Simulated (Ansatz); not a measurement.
Consider the ligand exchange at a Mo–O bond: `[O]=[Mo]([OH])(=[S])[Cl]` + NH₃ → `[NH2][Mo](=[O])(=[S])[Cl]` + H₂O.

Isolated molecules relaxed with PBE0-D4/def2-TZVP in Ansatz; ΔE leaves out vibrations. CBS: MP2 limit from def2 TZ/QZ plus the TZ coupled-cluster correction, frozen cores. This one scheme is used for every species. Functionals use def2-TZVPP. Elements past krypton have def2 core potentials. For Mo outer-core shells are correlated without core-valence functions, which leaves a few kJ/mol of doubt a bond. One conformer a species, not always the lowest.

`[O]=[Mo]([OH])(=[S])[Cl]`:

Cartesian coordinates in Å:
```
O -0.190 -1.444 1.329
Mo 0.086 -0.100 0.389
O -0.212 -0.539 -1.389
S -1.237 1.421 0.982
Cl 2.195 0.610 0.703
H -0.643 0.052 -2.013
```

NH₃:

```xyz
4

N     0.050   -0.277   -0.012
H     0.906    0.262   -0.058
H    -0.537    0.031   -0.777
H    -0.419   -0.016    0.847
```

`[NH2][Mo](=[O])(=[S])[Cl]`:

```xyz
7

N     0.793    0.900   -0.171
Mo   -0.410   -0.562    0.045
O     0.241   -1.889   -0.724
S    -0.639   -0.929    2.108
Cl   -2.416   -0.066   -0.869
H     0.939    1.628    0.512
H     1.492    0.919   -0.901
```

H₂O:

```xyz
3

O    -0.144   -0.288   -0.219
H    -0.366   -0.079    0.691
H     0.510    0.367   -0.472
```

```json
{"level": "PBE-D4", "ΔE (kJ/mol)": "18.6", "difference from CCSD(T)/CBS": "7.2"}
{"level": "B97M-V", "ΔE (kJ/mol)": "25.9", "difference from CCSD(T)/CBS": "14.5"}
{"level": "r2SCAN0-D4", "ΔE (kJ/mol)": "17.3", "difference from CCSD(T)/CBS": "5.9"}
{"level": "ωB97M-V", "ΔE (kJ/mol)": "18.0", "difference from CCSD(T)/CBS": "6.6"}
{"level": "B2PLYP", "ΔE (kJ/mol)": "19.4", "difference from CCSD(T)/CBS": "8.0"}
{"level": "PBE0", "ΔE (kJ/mol)": "17.1", "difference from CCSD(T)/CBS": "5.7"}
{"level": "LC-ωPBE", "ΔE (kJ/mol)": "20.8", "difference from CCSD(T)/CBS": "9.4"}
{"level": "RPA@PBE/def2-TZVPP", "ΔE (kJ/mol)": "15.7", "difference from CCSD(T)/CBS": "4.3"}
{"level": "SCS-MP2/def2-TZVPP", "ΔE (kJ/mol)": "14.1", "difference from CCSD(T)/CBS": "2.7"}
{"level": "MP2/def2-QZVPP", "ΔE (kJ/mol)": "10.0", "difference from CCSD(T)/CBS": "-1.4"}
{"level": "CCSD(T)/CBS", "ΔE (kJ/mol)": "11.4", "difference from CCSD(T)/CBS": "0"}
```

Largest T1 diagnostic among the species: 0.024, so the coupled-cluster value is less sure than usual.

From PBE to PBE0 (25 % exact exchange), in def2-TZVPP and without D4, ΔE moves by −3.9 kJ/mol. Leaving LDA and LC-ωPBE aside and taking each functional with its dispersion term where it has one, the values, not all of them listed here, spread over 11.4 kJ/mol, from PBE-QIDH to B97M-V. LDA lies −4.7 kJ/mol from PBE without D4. The D4 term adds −3.9 kJ/mol with B3LYP and −2.1 kJ/mol with PBE0; it sums over pairs of atoms, weighted by their polarisabilities, and B3LYP, whose exchange is more repulsive, gets the larger term.

B3LYP here is the variant with VWN-RPA as its local correlation; programs differ in this.
